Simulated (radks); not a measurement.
The numbers below are computed, except where a source is named.
P3-, configuration [Ar].

Level of theory: non-relativistic Kohn-Sham, r2SCAN, spin-unpolarised, spherical densities, point nucleus; meta-GGA in the generalised Kohn-Sham scheme; Watson sphere of charge +3 and radius 3.56 bohr (a radial shooting solver on a logarithmic mesh with Libxc functionals).

Energy parts (hartree; the electron-nucleus part includes the sphere):
total: -355.48407
kinetic: 341.19148
electron-nucleus: -841.67277
Hartree: 168.84742
exchange-correlation: -23.85020

Orbitals (lengths in bohr, moments of r in powers of bohr; <r^-3> diverges for s and p1/2; r(max) is where P^2 peaks; r(90%) holds 90 % of the orbital's charge):
| orbital | occ. | eigenvalue (hartree) | r(90%) | <1/r> | r(max) | <r^-3> |
|---|---|---|---|---|---|---|
| 1s | 2 | -76.66292 | 0.186 | 14.56 | 0.06805 | - |
| 2s | 2 | -6.38222 | 0.815 | 2.818 | 0.4199 | - |
| 2p | 6 | -4.52454 | 0.810 | 2.706 | 0.3554 | 62.71 |
| 3s | 2 | -0.46616 | 3.31 | 0.6474 | 1.645 | - |
| 3p | 6 | -0.19302 | 4.53 | 0.4713 | 2.120 | 2.266 |

The highest occupied level is 3p at -5.252 eV. Summed over all electrons, <r^2> = 71.16 bohr^2, which gives a Langevin (diamagnetic) susceptibility term of -56.4 x 10^-6 cm^3/mol. The density falls to 0.001 e/bohr^3 at r = 5.21 bohr.
